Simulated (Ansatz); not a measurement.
C2H4F2Si, relaxed with RKS PBE-D4/def2-SVP in Ansatz 0.2.0 from a rough embedded geometry. The force threshold is 0.03 eV/Å; the program also tests the step.

Charge 0, multiplicity 1. The bonds changed during the relaxation, so this is another structure than the one it started from.

Start:

```xyz
9

F     1.019    1.706   -0.909
Si   -0.295    0.788   -0.891
F    -1.459    1.576   -0.186
C    -0.109   -0.805   -0.359
C     0.344   -0.414    0.967
H    -0.980   -1.490   -0.413
H     0.661   -1.418   -0.913
H     1.287    0.083    1.081
H    -0.468   -0.027    1.623
```

| step | energy (eV) | largest force (eV/Å) | largest move (Å) |
| --- | --- | --- | --- |
| 1 | -15430.0578 | 6.191 | 0.000 |
| 2 | -15430.6405 | 3.056 | 0.117 |
| 3 | -15431.2025 | 2.155 | 0.200 |
| 4 | -15431.4040 | 1.528 | 0.200 |
| 5 (rejected) | -15431.3869 | 2.111 | 0.183 |
| 6 | -15431.4995 | 1.161 | 0.088 |
| 7 | -15431.5584 | 0.200 | 0.100 |
| 8 | -15431.5740 | 0.162 | 0.054 |
| 9 | -15431.5778 | 0.471 | 0.136 |
| 10 | -15431.5849 | 0.138 | 0.053 |
| 11 | -15431.5854 | 0.118 | 0.014 |
| 12 | -15431.5862 | 0.059 | 0.013 |
| 13 | -15431.5867 | 0.008 | 0.012 |

End:

```xyz
9

F     0.948    1.933   -1.003
Si   -0.480    1.206   -1.418
F    -1.478    1.843   -0.261
C     0.010   -1.164   -0.117
C     0.325   -0.484    1.006
H    -1.013   -1.535   -0.300
H     0.780   -1.462   -0.848
H     1.351   -0.132    1.196
H    -0.443   -0.205    1.744
```

Hardware: 2 threads of an Arm Neoverse V2 on a shared host. Wall time 19 s, peak host memory 0.12 GiB.
